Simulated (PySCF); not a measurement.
Vertical excitations of a molecule C4H5BO2 from TDDFT-PBE/def2-SVPD (PySCF 2.14.0), as energy in eV (oscillator strength): 3.91 (0.102), 5.03 (0.000), 5.25 (0.001), 6.03 (0.247), 6.06 (0.001), 6.24 (0.014), 6.26 (0.013), 6.55 (0.000), 6.82 (0.001), 6.84 (0.091). Lowest triplet (TDA): 2.55 eV. The structure is a stationary point at B3LYP-D3(BJ)/def2-SVP. Other conformers were not sampled.

Question: Identify the compound among the candidates.
(A) C=CB1COC1=O
(B) C=C1C=COB1O
(C) C#CB(C)OC=O
(D) C#CB(O)CC=O

Answer: B, C=C1C=COB1O
